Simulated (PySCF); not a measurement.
Al(Me)2 (C2H6Al), SMILES [CH3][Al+][CH3], charge +1.

Coordinates come from a TPSSh-D3(BJ)/def2-TZVP optimisation. The multiplicity is an assumed one; other spin states were not compared. The isomer is the one that the SMILES or the coordinates give; other isomers of the formula were not compared.

Two levels are set side by side: TDA-PBE/def2-SVPD (PySCF) and TDA-CAM-B3LYP/def2-SVPD (PySCF). Vertical, same geometry. The lowest singlet is HOMO→LUMO 99 % with PBE and HOMO→LUMO 99 % with the other functional; states are paired by order. Differences are taken from unrounded values.

```tsv
quantity	TDA-CAM-B3LYP
lowest singlet excitation (eV)	6.04
lowest triplet excitation (TDA) (eV)	5.52
first bright state (f over 0.05) (eV)	7.40
its oscillator strength	0.52
```

Q: What does TDA-PBE give, and how far is it from TDA-CAM-B3LYP? (An estimate is asked for; the answer gives what the named calculation found.)

A: 
```json
[
 {"quantity": "lowest singlet excitation (eV)", "TDA-PBE": "5.67", "TDA-PBE minus TDA-CAM-B3LYP": "-0.37"},
 {"quantity": "lowest triplet excitation (TDA) (eV)", "TDA-PBE": "5.26", "TDA-PBE minus TDA-CAM-B3LYP": "-0.26"},
 {"quantity": "first bright state (f over 0.05) (eV)", "TDA-PBE": "7.03", "TDA-PBE minus TDA-CAM-B3LYP": "-0.37"},
 {"quantity": "its oscillator strength", "TDA-PBE": "0.34", "TDA-PBE minus TDA-CAM-B3LYP": "-0.18"}
]
```

A lower first singlet is the usual sign of a functional without exact exchange. Differences between two approximate levels are no errors against the true value.

Rough cost on one machine, each run with all the roots and properties that it gave: TDA-CAM-B3LYP against TDA-PBE about 3 times.
